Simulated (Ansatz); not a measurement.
Consider the hydrogen abstraction from the Si–H bond: `C[SiH](N)Cl` + Cl• → `C[Si](N)Cl`• + HCl.

Calculated with Ansatz (gas phase, PBE0-D4/def2-TZVP geometries, no zero-point term in ΔE). CCSD(T)/CBS is the MP2 limit (def2-TZVPP, def2-QZVPP) plus CCSD(T) − MP2 in def2-TZVPP, frozen cores. This one scheme is used for every species, atoms too. DFT in def2-TZVPP. HSE06 is defined as in plane-wave codes. No spin–orbit coupling; open shells (•) take unrestricted orbitals. Spin–orbit coupling would lower the free atoms: a little for Cl. Each species was taken in one conformer, which may not be the lowest.

```
             level  ΔE (kcal/mol)  difference from CCSD(T)/CBS
         r2SCAN-D4          -12.7                         -4.5
            B97M-V          -10.5                         -2.3
        r2SCANh-D4          -11.7                         -3.5
          HSE06-D4          -11.6                         -3.4
               PBE          -15.0                         -6.8
            revPBE          -14.0                         -5.8
              BLYP          -11.4                         -3.2
              PBE0          -11.5                         -3.3
SCS-MP2/def2-QZVPP           -7.0                          1.2
     MP2/CBS(def2)          -10.8                         -2.6
       CCSD(T)/CBS           -8.2                            0
```

Largest T1 diagnostic among the species: 0.012.

From r2SCAN to r2SCAN0 (25 % exact exchange), in def2-TZVPP and without D4, ΔE moves by +2.6 kcal/mol. At CCSD(T), def2-SVP lies +5.5 kcal/mol from the extrapolated value and def2-TZVPP +1.6 kcal/mol.

CCSD(T)/CBS has its own doubt, a few kJ/mol and more with outer-core shells, so smaller differences from it don't rank the levels.
